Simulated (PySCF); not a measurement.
A small calculation by hand: dipole moment from atomic charges

Al(H)(F)(OMe) (CH4AlFO), SMILES C[O][AlH][F]. Atoms are numbered in the order given.

```xyz
8

Al    -0.5224     0.7680     0.0000
H     -1.8953     1.5100     0.0000
F      0.8980     1.6392     0.0000
O     -0.4750    -0.9143     0.0000
C      0.4085    -1.9980     0.0000
H      0.2425    -2.6302    -0.8906
H      1.4688    -1.6839     0.0000
H      0.2425    -2.6302     0.8906
```
Charge 0, spin multiplicity 1.

The structure is a stationary point at B3LYP-D3(BJ)/def2-SVP. One conformer was computed; it need not be the lowest.

Charges (e) from PBE/def2-TZVPD in PySCF:

| atom | IAO | ESP fit |
|---|---|---|
| Al1 | 1.180 | 1.031 |
| H2 | -0.202 | -0.261 |
| F3 | -0.557 | -0.433 |
| O4 | -0.633 | -0.532 |
| C5 | -0.203 | 0.080 |
| H6 | 0.143 | 0.039 |
| H7 | 0.130 | 0.037 |
| H8 | 0.143 | 0.039 |

The dipole moment of the full density is 1.20 D.

Question: What dipole moment does each set of point charges give, and which comes closer to that of the density?

Answer: 
μ = Σ q r, and 1 e Å = 4.8032 D.
IAO: Σ q r = (-0.256, -0.299, 0.000) e Å, |μ| = 1.89 D.
ESP fit: Σ q r = (-0.074, -0.253, 0.000) e Å, |μ| = 1.27 D.
ESP fit comes closer in size. Point charges leave out the atoms' own dipoles (lone pairs, polarised bonds); fits to the potential absorb them, partitions of the density don't.
